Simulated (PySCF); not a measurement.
# Converging SnBr in the basis (MP2)

PySCF, UHF reference; doublet, unpaired electrons π ↑; De to Sn + Br without counterpoise correction. Frozen cores follow the default of each basis and core potential.

```
      basis                           relativity  functions  Re (Å)  ωe (cm⁻¹)  De (eV)  frozen orbitals
 cc-pVDZ-PP  scalar-relativistic core potentials         46   2.541        246     3.11                8
   def2-SVP  scalar-relativistic core potentials         58   2.542        251     3.18               13
 def2-TZVPP  scalar-relativistic core potentials         98   2.503        250     3.49               13
def2-TZVPPD  scalar-relativistic core potentials        113   2.505        248     3.51               13
```

How does each smaller set differ from the one with most functions, def2-TZVPPD?

cc-pVDZ-PP: +3.6 pm, -0.8 % in ωe, -0.40 eV in De; def2-SVP: +3.7 pm, +1.2 % in ωe, -0.33 eV in De; def2-TZVPP: -0.2 pm, +0.8 % in ωe, -0.02 eV in De. All at MP2; the set with most functions is neither the basis-set limit nor always the best.

Correlated steps freeze the inner cores (8 to 13 orbitals); shallow outer-core shells are correlated. Correlated levels converge slowly with the basis: in double zeta they bind strong bonds too weakly, by up to about 1 eV, and carry superposition errors of some tenths. Spin–orbit coupling is left out, which matters for elements this heavy, above all for dissociation energies. The state was picked by a PBE0 search and need not be the measured ground state.
